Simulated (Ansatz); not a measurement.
Geometry optimisation, Ansatz 0.2.0, RKS BHLYP/6-31G*.

The input (input.yaml):

```yaml
crystal:
  periodic: [false, false, false]
  atoms:
    - { symbol: Si, position_ang: [-0.211159, 0.100724, 0.172229] }
    - { symbol: O, position_ang: [-0.423861, -0.238328, 1.792493] }
    - { symbol: Si, position_ang: [-1.551293, 0.053663, 2.957033] }
    - { symbol: H, position_ang: [-2.853635, -0.539236, 2.584401] }
    - { symbol: H, position_ang: [-1.080005, -0.573519, 4.205887] }
    - { symbol: H, position_ang: [-1.729916, 1.508424, 3.172596] }
    - { symbol: H, position_ang: [1.192391, 0.404833, -0.115616] }
    - { symbol: H, position_ang: [-1.025501, 1.303355, -0.130115] }
    - { symbol: H, position_ang: [-0.737232, -0.989147, -0.670375] }
    - { symbol: O, position_ang: [1.372401, -2.216459, 0.8472] }
    - { symbol: Al, position_ang: [0.811172, -3.789964, 0.492269] }
    - { symbol: H, position_ang: [1.251729, -4.41242, -0.880225] }
    - { symbol: H, position_ang: [-0.078669, -4.541117, 1.559934] }
    - { symbol: H, position_ang: [1.113977, -1.82001, 1.703489] }
basis:
  gaussian: { orbitals: "6-31G*" }
hamiltonian:
  xc: { name: BHLYP }
relax:
  f_tol: 0.03
  max_steps: 50
```

Launched with:

```bash
$ ansatz run input.yaml --threads 2 --pin off --max-ram 3072MiB --backend cpu --events-out ev --progress --plain --runs-dir out
```

Where does it end, and by what steps?

The forces met the threshold. The force dipped under the threshold on the way, but the program's further checks kept it going. After 18 steps the energy has fallen by 0.074 eV; H12 moved furthest, 1.23 Å.

```csv
step,energy less start (eV),largest force component (eV/Å),accepted
0,0.0000,0.993,yes
1,-0.0275,0.574,yes
2,-0.0343,0.381,yes
3,-0.0431,0.173,yes
4,-0.0511,0.285,yes
5,-0.0531,0.311,yes
6,-0.0594,0.215,yes
7,-0.0524,0.841,no
8,-0.0658,0.063,yes
9,-0.0689,0.021,yes
10,-0.0712,0.083,yes
11,-0.0720,0.154,yes
12,-0.0728,0.089,yes
13,-0.0720,0.107,no
14,-0.0733,0.037,yes
15,-0.0737,0.036,yes
16,-0.0738,0.040,yes
17,-0.0739,0.036,yes
18,-0.0740,0.030,yes
```

```xyz
14
Properties=species:S:1:pos:R:3
Si -0.364 0.522 0.048
O -0.575 -0.250 1.498
Si -1.417 -0.087 2.907
H -2.797 -0.581 2.740
H -0.732 -0.885 3.937
H -1.460 1.330 3.317
H 1.067 0.779 -0.167
H -1.097 1.804 0.078
H -0.903 -0.317 -1.035
O 1.163 -2.429 0.801
Al 0.923 -4.107 0.779
H 1.957 -4.963 -0.040
H -0.298 -4.740 1.559
H 0.583 -1.825 1.269
```

Time of the run: 110 s on 2 threads of Intel(R) Xeon(R) Platinum 8259CL CPU @ 2.50GHz (Skylake/Cascade Lake), with other jobs on the host, peak memory 0.27 GiB.
